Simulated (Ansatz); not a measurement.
System: BBr$_{2}$, net charge 0, doublet state. It need not be the lowest isomer of its formula. 
Coordinates optimised at B3LYP-D3(BJ)/def2-TZVP (Ansatz, an electronic-structure program):
SMILES: Br[B]Br
```xyz
3

B     -0.6400    -0.4659    -0.0426
Br    -0.7477     1.2069    -0.9132
Br     0.8392    -1.1404     0.9193
```
Charge 0, spin multiplicity 2.

Computed values are from Ansatz. Valence correlation only, unless marked. UHF or UKS for open shells. No spin-orbit coupling. The frozen core is the preceding noble-gas configuration, with the filled d and f shells of earlier blocks. Non-relativistic. CBS marks a two-point X^-3 extrapolation of the correlation energy; Hartree-Fock from the larger set. The bracket is a focal-point correction in the basis named.

```json
{
 "atomisation energy De": "171.8 kcal/mol at CCSD(T)/CBS(cc-pVTZ,cc-pVQZ)",
 "vertical ionisation energy (to the singlet)": "8.44 eV at RI-MP2/CBS(aug-cc-pVTZ,aug-cc-pVQZ)+[CCSD(T)-MP2]/aug-cc-pVTZ",
 "total_energy": "-5170.1437 Eh at CCSD(T)/CBS(cc-pVTZ,cc-pVQZ)",
 "dipole_moment": "0.38 D at CCSD(T)/aug-cc-pVDZ",
 "T1 diagnostic": "0.017 at CCSD/cc-pVQZ"
}
```
